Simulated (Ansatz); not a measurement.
C₂H₁₀Si₂, SMILES `CC[SiH2][SiH3]`, 14 atoms. The species carries charge 0 and has multiplicity 1. All runs use 4 threads of a server CPU on a shared host. Correlated methods freeze the cores.

**Question.** Give the basis size and wall time and peak host memory of each of these runs in Ansatz. RKS r2SCANh-D4/def2-TZVPP energy; direct RPA on PBE orbitals/def2-TZVPP energy; RKS PBE-D4/def2-TZVPP energy and forces; RKS PBE0-D4/def2-TZVP relaxation (6 steps); RKS PBE0-D4/def2-TZVP frequencies; RKS BHLYP-D4/def2-TZVPP energy; RKS r2SCAN0-D4/def2-TZVPP energy; RHF-CCSD(T)/def2-SVP energy; RHF-MP2/def2-QZVPP energy; RKS ωB97M-V/def2-SVP energy; RKS PBE0-D4/def2-QZVPP energy; RKS PBE0-D4/def2-SVP energy. (An estimate is asked.)

**Answer.** Ansatz gave: Other jobs shared the machine, so times are rough.

```json
{"level": "RKS PBE0-D4/def2-SVP", "job": "energy", "functions": "114", "wall time": "1.1 s", "peak host memory (GiB)": "0.25"}
{"level": "RKS PBE-D4/def2-TZVPP", "job": "energy and forces", "functions": "286", "wall time": "3.2 s", "peak host memory (GiB)": "0.4"}
{"level": "RKS BHLYP-D4/def2-TZVPP", "job": "energy", "functions": "286", "wall time": "3.9 s", "peak host memory (GiB)": "0.77"}
{"level": "RHF-CCSD(T)/def2-SVP", "job": "energy", "functions": "114", "wall time": "4.7 s", "peak host memory (GiB)": "0.54"}
{"level": "RKS ωB97M-V/def2-SVP", "job": "energy", "functions": "114", "wall time": "4.9 s", "peak host memory (GiB)": "0.37"}
{"level": "RKS r2SCAN0-D4/def2-TZVPP", "job": "energy", "functions": "286", "wall time": "5.5 s", "peak host memory (GiB)": "0.78"}
{"level": "direct RPA on PBE orbitals/def2-TZVPP", "job": "energy", "functions": "286", "wall time": "6.5 s", "peak host memory (GiB)": "0.74"}
{"level": "RKS r2SCANh-D4/def2-TZVPP", "job": "energy", "functions": "286", "wall time": "7 s", "peak host memory (GiB)": "0.78"}
{"level": "RKS PBE0-D4/def2-QZVPP", "job": "energy", "functions": "554", "wall time": "14 s", "peak host memory (GiB)": "2.2"}
{"level": "RKS PBE0-D4/def2-TZVP", "job": "relaxation (6 steps)", "functions": "196", "wall time": "22 s", "peak host memory (GiB)": "0.5"}
{"level": "RHF-MP2/def2-QZVPP", "job": "energy", "functions": "554", "wall time": "45 s", "peak host memory (GiB)": "4.1"}
{"level": "RKS PBE0-D4/def2-TZVP", "job": "frequencies", "functions": "196", "wall time": "3.3 min", "peak host memory (GiB)": "0.5"}
```
